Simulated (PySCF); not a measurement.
A series of related molecules.

All values: CAM-B3LYP/def2-SVPD (PySCF) at GFN2-xTB geometries, gas phase, one conformer each. Core orbitals are frozen in the response; Δα² is half the sum of the squared differences of the principal polarisabilities.

**Question.** Rank by HOMO–LUMO gap, lowest first.
A. `C[SiH2][Si@@H](F)S[SiH3]`
B. `C[SiH2][Si@@H](F)C=O`
C. `[Si@H](F)(C(F)(F)F)[SiH2]C`
D. `COC(=O)[Si@H](F)[SiH2]C`
E. `F[Si@H](C(F)=C(F)F)[SiH2]C`
F. `C[SiH2][SiH2]F`

**Answer.** B (7.90 eV), A (8.69 eV), E (8.88 eV), D (9.41 eV), F (9.84 eV), C (9.99 eV).

**Question.** Rank by mean static polarisability, highest first.
A. `CCO[Si@H](F)[SiH2]C`
B. `[SiH2]([Si@H](S[SiH3])F)C`
C. `C[SiH2][Si@@H](F)C=O`
D. `C[SiH2][SiH2]F`
E. `[Si@@H](Cl)(F)[SiH2]C`
F. `O=C([Si@H](F)[SiH2]C)OC`

**Answer.** B (17.18 Å³), F (14.48 Å³), A (13.89 Å³), C (12.05 Å³), E (11.69 Å³), D (10.03 Å³).

**Question.** Rank by HOMO energy, highest first.
A. `C[SiH2][Si@@H](F)S[SiH3]`
B. `[SiH2]([Si@H](F)C(=C(F)F)F)C`
C. `CCO[Si@H](F)[SiH2]C`
D. `C[SiH2][SiH2]F`
E. `C[SiH2][Si@@H](F)C(F)(F)F`

**Answer.** A (-8.65 eV), B (-9.15 eV), C (-9.34 eV), D (-9.75 eV), E (-10.24 eV).

All values together:

```tsv
SMILES	change	formula	μ (D)	HOMO (eV)	LUMO (eV)	α (Å³)	Δα (Å³)	electrons	α per electron (Å³)
C[SiH2][SiH2]F	parent	CH7FSi2	2.38	-9.75	0.09	10.03	2.30	50	0.201
CC[Si@H](F)[SiH2]C	H on Si replaced by C2H5	C3H11FSi2	1.62	-9.28	0.58	13.53	3.89	66	0.205
C[SiH2][Si@@H](F)C(F)(F)F	H on Si replaced by CF3	C2H6F4Si2	3.60	-10.24	-0.25	11.94	2.44	82	0.146
CCO[Si@H](F)[SiH2]C	H on Si replaced by OC2H5	C3H11FOSi2	0.98	-9.34	0.49	13.89	4.11	74	0.188
C[SiH2][Si@@H](F)Cl	H on Si replaced by Cl	CH6ClFSi2	2.38	-9.77	0.06	11.69	3.01	66	0.177
C[SiH2][Si@@H](F)C=O	H on Si replaced by CHO	C2H7FOSi2	1.68	-8.59	-0.69	12.05	2.72	64	0.188
C[SiH2][Si@H](F)S	H on Si replaced by SH	CH7FSSi2	2.27	-8.65	0.16	13.17	5.02	66	0.200
C[SiH2][Si@@H](F)S[SiH3]	H on Si replaced by SSiH3	CH9FSSi3	1.52	-8.65	0.04	17.18	7.33	82	0.210
C[SiH2][Si@H](F)C(F)=C(F)F	H on Si replaced by CF=CF2	C3H6F4Si2	2.91	-9.15	-0.28	13.71	5.41	88	0.156
COC(=O)[Si@H](F)[SiH2]C	H on Si replaced by COOCH3	C3H9FO2Si2	0.70	-9.24	0.17	14.48	4.22	80	0.181
```

Conformers: `[CH3:1][SiH2:2][SiH2:3][F:4]` with C1–Si2–Si3–F4 159°; `[CH3:1][CH2:2][Si@H:3]([F:4])[SiH2:5][CH3:6]` with C1–C2–Si3–F4 -179°, C2–Si3–Si5–C6 173°; `[CH3:1][SiH2:2][Si@@H:3]([F:4])[C:5]([F:6])([F:7])[F:8]` with C1–Si2–Si3–F4 -161°; `[CH3:1][CH2:2][O:3][Si@H:4]([F:5])[SiH2:6][CH3:7]` with C1–C2–O3–Si4 -78°, C2–O3–Si4–F5 -49°, O3–Si4–Si6–C7 115°; `[CH3:1][SiH2:2][Si@@H:3]([F:4])[Cl:5]` with C1–Si2–Si3–F4 -117°; `[CH3:1][SiH2:2][Si@@H:3]([F:4])[CH:5]=[O:6]` with C1–Si2–Si3–F4 -174°, Si2–Si3–C5–O6 57°; `[CH3:1][SiH2:2][Si@H:3]([F:4])[SH:5]` with C1–Si2–Si3–F4 -81°, Si2–Si3–S5–H 80°; `[CH3:1][SiH2:2][Si@@H:3]([F:4])[S:5][SiH3:6]` with C1–Si2–Si3–F4 154°, Si2–Si3–S5–Si6 -160°; `[CH3:1][SiH2:2][Si@H:3]([F:4])[C:5]([F:6])=[C:7]([F:8])[F:9]` with C1–Si2–Si3–F4 179°, Si2–Si3–C5–F6 -18°; `[CH3:1][O:2][C:3](=[O:4])[Si@H:5]([F:6])[SiH2:7][CH3:8]` with C1–O2–C3–O4 1°, O2–C3–Si5–F6 -7°, C3–Si5–Si7–C8 -59°.

**Question.** Give the shifts from the parent, `C[SiH2][SiH2]F`.

**Answer.** 
```json
{"SMILES": "CC[Si@H](F)[SiH2]C", "change in μ (D)": "-0.76", "change in HOMO (eV)": "+0.47", "change in LUMO (eV)": "+0.49", "change in mean α (Å³)": "+3.50"}
{"SMILES": "C[SiH2][Si@@H](F)C(F)(F)F", "change in μ (D)": "+1.22", "change in HOMO (eV)": "-0.49", "change in LUMO (eV)": "-0.34", "change in mean α (Å³)": "+1.91"}
{"SMILES": "CCO[Si@H](F)[SiH2]C", "change in μ (D)": "-1.40", "change in HOMO (eV)": "+0.41", "change in LUMO (eV)": "+0.40", "change in mean α (Å³)": "+3.86"}
{"SMILES": "C[SiH2][Si@@H](F)Cl", "change in μ (D)": "0.00", "change in HOMO (eV)": "-0.02", "change in LUMO (eV)": "-0.03", "change in mean α (Å³)": "+1.66"}
{"SMILES": "C[SiH2][Si@@H](F)C=O", "change in μ (D)": "-0.70", "change in HOMO (eV)": "+1.16", "change in LUMO (eV)": "-0.78", "change in mean α (Å³)": "+2.02"}
{"SMILES": "C[SiH2][Si@H](F)S", "change in μ (D)": "-0.11", "change in HOMO (eV)": "+1.10", "change in LUMO (eV)": "+0.07", "change in mean α (Å³)": "+3.14"}
{"SMILES": "C[SiH2][Si@@H](F)S[SiH3]", "change in μ (D)": "-0.86", "change in HOMO (eV)": "+1.10", "change in LUMO (eV)": "-0.05", "change in mean α (Å³)": "+7.15"}
{"SMILES": "C[SiH2][Si@H](F)C(F)=C(F)F", "change in μ (D)": "+0.53", "change in HOMO (eV)": "+0.60", "change in LUMO (eV)": "-0.37", "change in mean α (Å³)": "+3.68"}
{"SMILES": "COC(=O)[Si@H](F)[SiH2]C", "change in μ (D)": "-1.68", "change in HOMO (eV)": "+0.51", "change in LUMO (eV)": "+0.08", "change in mean α (Å³)": "+4.45"}
```

**Question.** How closely does the mean polarisability follow the number of electrons in this set?

**Answer.** The correlation coefficient is 0.67; α per electron runs from 0.146 to 0.210 Å³.
